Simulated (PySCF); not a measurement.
**A survey of ¹⁵N NMR shifts**

[PySCF 2.14: geometry: GFN2-xTB; shielding tensors at PBE0/pcSseg-1 (GIAO); fast rotation and ring inversion assumed for equivalent nuclei; non-relativistic Hamiltonian; one computed conformer; no solvent]

Shieldings were converted by a linear fit to measured shifts: ¹⁵N (scatter 6.3 ppm rms vs CH3NO2, solution or neat liquid). A few per cent of atoms miss by over 2 rms, more outside the fitted compound classes.

(1) Give the ¹⁵N shifts of `CN[Si@H]1C=C[Si@H](N)C=C1`, `Cc1cpc(Cl)c(C)n1`.

(2) Order these by ¹⁵N shift, lowest first.
A. C=C/C=C(\C)[Si](N)(N)OC
B. NC(=O)C1C=CC=CC=C1
C. [H]/N=C\c1ccc(CO)cc1
D. CC(N)=S

## Answers

(1) 
| compound | environment | δ (ppm) |
| --- | --- | --- |
| [CH3:1][NH:2][Si@H:3]1[CH:4]=[CH:5][Si@H:6]([NH2:7])[CH:8]=[CH:9]1 | N2: nitrogen bonded to C, Si, H | -373.3 |
| [CH3:1][NH:2][Si@H:3]1[CH:4]=[CH:5][Si@H:6]([NH2:7])[CH:8]=[CH:9]1 | N7: nitrogen bonded to Si, 2 H | -382.7 |
| Cc1cpc(Cl)c(C)n1 | pyridine-type ring nitrogen | -60.1 |

(2) A (-370.0 ppm, nitrogen bonded to Si, 2 H), B (-289.6 ppm, amide-type nitrogen), D (-259.7 ppm, thioamide-type nitrogen), C (-79.7 ppm, imine nitrogen).
